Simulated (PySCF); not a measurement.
All values below come from TPSSh-D3(BJ)/def2-TZVP // r2SCAN-D4/def2-SVP (PySCF 2.14.0). Gas-phase values, no solvent. One relaxed conformer stands for a flexible species; it need not be the lowest. 

Reference species: [Cd(F)(OH)] (neutral, multiplicity 1).

```
Item                                      Value
-------------------------------------  --------
charge on the central atom (Mulliken)    0.95 e
LUMO                                   -2.25 eV
coordination number                           2
```

Changed species: [Cd(F)2] (0 of 2 F replaced by OH; the reference has 1 of 2 F replaced by OH).

Q: Give the shifts of the charge on the central atom (Mulliken), LUMO and coordination number.

A: the charge on the central atom (Mulliken) rises by 0.12 e, to 1.07 e; the LUMO decreases by 0.50 eV, to -2.75 eV; the coordination number stays essentially unchanged.
